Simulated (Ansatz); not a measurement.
Reactions of C3H3Cl2F3, SMILES `FC(F)(F)CC(Cl)Cl`.

Computed with Ansatz on PBE0-D4/def2-TZVP structures; ΔE is electronic, products minus reactants. CCSD(T)/CBS adds triple-zeta CCSD(T) − MP2 to the extrapolated MP2 energy (def2 sets, frozen cores). This one scheme is used for every species. Elements past krypton have def2 core potentials. For Hf, I outer-core shells are correlated without core-valence functions, which leaves a few kJ/mol of doubt a bond. One conformer a species, not always the lowest.

Task: Order these by ΔE at CCSD(T)/CBS, lowest first. (Estimate.)
A. `FC(F)(F)CC(Cl)Cl` + H–F → `FC(Cl)Cl` + `CC(F)(F)F`
B. `FC(F)(F)CC(Cl)Cl` + `Cc1ccccc1` → `FC(F)(F)Cc1ccccc1` + `CC(Cl)Cl`
C. `FC(F)(F)CC(Cl)Cl` + `[OH][Hf]([F])([F])[F]` → `FC(F)(F)C[O][Hf]([F])([F])[F]` + `ClCCl`
D. `FC(F)(F)CC(Cl)Cl` + HI → `ClC(Cl)I` + `CC(F)(F)F`
E. `FC(F)(F)CC(Cl)Cl` + `c1ccccc1` → `FC(F)(F)Cc1ccccc1` + `ClCCl`

Result: B (-20.2 kJ/mol), E (-10.4 kJ/mol), D (+17.5 kJ/mol), A (+37.1 kJ/mol), C (+51.7 kJ/mol).

Largest T1 diagnostic: 0.016, for `[OH][Hf]([F])([F])[F]`.
